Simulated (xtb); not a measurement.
CH₇ClOSi₂, SMILES O[Si@H]([SiH2]C)Cl. All values are semi-empirical tight-binding results from xtb (GFN2-xTB unless named), good for trends rather than for accurate numbers. The structure is a stationary point at GFN2-xTB. The structure was generated by enumeration; whether it is a known compound was not checked. Other conformers were not sampled.

```
Item                                            Value
--------------------------------------  -------------
orbital gap                                   4.53 eV
dipole moment                                  2.17 D
zero-point energy                       47.8 kcal/mol
G − E(el) at 298.15 K (modified RRHO)   26.2 kcal/mol
static polarisability (D4 model)           88.2 bohr³
solvation energy, GFN2-xTB/ALPB(water)  -5.4 kcal/mol
solvation energy, GFN2-xTB/ALPB(thf)    -9.0 kcal/mol
```
